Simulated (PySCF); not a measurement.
Mg(F)(NMe2) (C2H6FMgN), SMILES C[N](C)[Mg][F].

Geometry: B3LYP-D3(BJ)/def2-SVP. The structure was generated by enumeration; whether it is a known compound was not checked. The values are those of a single conformer.

Method: PBE/def2-TZVP run with PySCF.

Isolated molecule, no solvent.

| Quantity | Result |
|---|---|
| total energy | -434.25712 hartree |
| point group | C2v |
| highest occupied level | -4.48 eV |
| lowest empty level | -2.06 eV |
| orbital gap | 2.42 eV |
| dipole moment | 1.70 D |
| quadrupole, principal values (traceless, Buckingham form, about the centre of nuclear charge) | -16.57, 6.47, 10.10 D·Å |
| mean static polarisability | 59.2 bohr³ (8.78 Å³) |
| polarisability, principal values | 53.1, 55.9, 68.7 bohr³ |
